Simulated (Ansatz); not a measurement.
Input file:

```yaml
crystal:
  periodic: [false, false, false]
  atoms:
    - { symbol: Si, position_ang: [-0.26463, 0.20104, -0.21896] }
    - { symbol: H, position_ang: [0.139384, 0.352471, 1.457614] }
    - { symbol: Si, position_ang: [2.058834, -0.093791, -0.57416] }
    - { symbol: H, position_ang: [2.451889, -1.472471, -0.114033] }
    - { symbol: H, position_ang: [2.374618, 0.035279, -2.042495] }
    - { symbol: H, position_ang: [2.840124, 0.924305, 0.212112] }
    - { symbol: H, position_ang: [-0.709337, 1.629343, -0.318557] }
    - { symbol: H, position_ang: [-0.951675, -0.635641, -1.269386] }
    - { symbol: Br, position_ang: [-2.259004, -0.886845, 1.347802] }
    - { symbol: H, position_ang: [-0.716901, -0.053693, 1.65636] }
basis:
  gaussian: { orbitals: def2-SVP }
hamiltonian:
  xc: pbe
phonons: {}
```

Command:

```bash
$ ansatz run input.yaml --threads 2 --pin off --max-ram 3072MiB --backend cpu --events-out ev --progress --plain --runs-dir out
```

Hardware: 2 threads of Arm Neoverse V2, on a shared host.

Question: Roughly how long does this run take, and how much memory?

Answer: 52 s, with a peak of 0.14 GiB, for 0 ionic steps.
